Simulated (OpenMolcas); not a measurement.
# V2+, Nb2+, Ta2+: d³ down the group

```
Program             : OpenMolcas
Method              : SS-CASPT2, IPEA 0.25 Eh, imaginary shift 0.1 Eh
Basis               : ANO-RCC-VTZP
Scalar Hamiltonian  : DKH2, point nucleus
Spin-orbit coupling : RASSI with atomic mean-field integrals over the reference wave functions, term energies averaged over their components
```

Active space for each ion: 3 electrons in 6 orbitals (d s); closed shells correlated by CASPT2: V2+ 3s 3p; Nb2+ 4s 4p; Ta2+ 5s 5p.

Computed levels in cm-1 above ⁴F_3/2:

```tsv
Level	V2+	Nb2+	Ta2+
⁴F_5/2	162	535	2800
⁴F_7/2	385	1221	5350
⁴F_9/2	663	2010	7410
⁴P_1/2	11800	8920	13880
²G_7/2	12020	9720	12390
⁴P_5/2	12060	9870	15270
²P_1/2	15560	11080	8310
²H_9/2	17100	13610	19560
²H_11/2	17280	13960	19400
weight of ⁴F in the lowest level (%)	100	99	83
```

Mixed levels, with the weight of the term that names them: Ta2+ ⁴P_5/2 (70 %), Ta2+ ²H_9/2 (57 %).

Measured, with the error of the calculation in %. Measured levels: V2+ from Sugar and Corliss, J. Phys. Chem. Ref. Data 7, 1191 (1978); Nb2+ from the list in Shadmi, J. Res. Natl. Bur. Stand. 70A, 435 (1966).

```json
{"Level": "⁴F_5/2", "V2+": "146 (+11.5)", "Nb2+": "516 (+3.7)"}
{"Level": "⁴F_7/2", "V2+": "342 (+12.6)", "Nb2+": "1177 (+3.7)"}
{"Level": "⁴F_9/2", "V2+": "584 (+13.5)", "Nb2+": "1939 (+3.8)"}
{"Level": "⁴P_1/2", "V2+": "11514 (+2.5)", "Nb2+": "8664 (+3.0)"}
{"Level": "²G_7/2", "V2+": "11966 (+0.5)", "Nb2+": "9236 (+5.3)"}
{"Level": "⁴P_5/2", "V2+": "11770 (+2.4)", "Nb2+": "9594 (+2.8)"}
{"Level": "²P_1/2", "V2+": "15580 (-0.1)", "Nb2+": ""}
{"Level": "²H_9/2", "V2+": "16811 (+1.7)", "Nb2+": "12916 (+5.4)"}
{"Level": "²H_11/2", "V2+": "16978 (+1.8)", "Nb2+": "13264 (+5.2)"}
```

The fine-structure level ⁴F_9/2 changes by a factor of 11.2 from V2+ to Ta2+.

Without spin-orbit coupling ⁴P lies 11580, 8390, 8670 cm-1 above ⁴F in that order; the difference to the level ⁴P_1/2, of either sign, comes from spin-orbit coupling, which also lowers the zero.

CASPT2 does not keep the components of a term degenerate, so their means are used; among the terms shown or strongly mixed into the levels shown the widest spread is 490 cm-1 (3d³ ⁴F, V2+). Configurations are named by rounded mean occupations; where the s occupation lies near a half they are strongly mixed, a name can repeat and a true partner stay unpaired (holds for Ta2+). Measured partners are found by configuration, term and J. A level has none where our copy of the source lacks it or the pairing is in doubt (some pairs that miss far off the trend of their configuration count as doubtful), and it then counts in no deviation. Levels of configurations outside the active space are missing.
